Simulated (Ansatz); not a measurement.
Total energies of `[CH3][Ge]([SiH3])([Cl])[Cl]`.

Z-matrix (Å, degrees):
```
C
Ge 1 1.939
H 1 1.091 2 109.7
H 1 1.091 2 109.7 3 -120.6
H 1 1.090 2 108.8 3 119.7
Si 2 2.384 1 120.8 3 60.3
Cl 2 2.164 1 107.1 3 -176.7
Cl 2 2.164 1 107.1 3 -62.7
H 6 1.482 2 107.9 1 179.9
H 6 1.485 2 108.8 1 -60.0
H 6 1.485 2 108.8 1 59.8
```

Charge 0, multiplicity 1. Correlated methods include outer-core shells of Ge, which these sets cover unevenly. Scalar relativity is left out up to krypton. Geometry: relaxed with PBE0-D4/def2-TZVP. Basis def2-TZVPP, Ansatz 0.2.0.

RPA on PBE orbitals: Hartree–Fock energy of these orbitals -3324.74548 Eh, correlation -1.56466 Eh (frozen core).

```csv
functional,energy without D4 (Eh),D4 term (kJ/mol)
LDA (SPW92),-3321.06899,–
PBE,-3327.86397,-31.7
revPBE,-3328.36421,-77.9
BLYP,-3328.78023,-66.5
r2SCAN,-3328.65067,-7.8
PBE0,-3328.03377,-27.6
B3LYP,-3328.87106,-51.5
r2SCANh,-3328.63764,-8.6
r2SCAN0,-3328.61974,-9.5
HSE06 (plane-wave form),-3328.00955,-26.2
CAM-B3LYP,-3328.89702,-28.8
ωB97X-V,-3328.39019,–
B2PLYP,-3327.98014,–
PBE-QIDH,-3327.45303,–
```

Task: Give the same for B97M-V, BHLYP, LC-ωPBE, ωB97M-V. (Best estimate.)

Result: Ansatz gave: 
```csv
functional,energy without D4 (Eh),D4 term (kJ/mol)
B97M-V,-3328.07406,–
BHLYP,-3328.72428,-45.0
LC-ωPBE,-3328.13242,–
ωB97M-V,-3328.55601,–
```

B3LYP takes the VWN-RPA correlation (the form of Gaussian; ORCA's B3LYP/G). HSE06 is the plane-wave form, built on full-range PBE exchange. The double hybrids freeze the cores in their second-order part.

LC-ωPBE has ω = 0.4 bohr⁻¹.
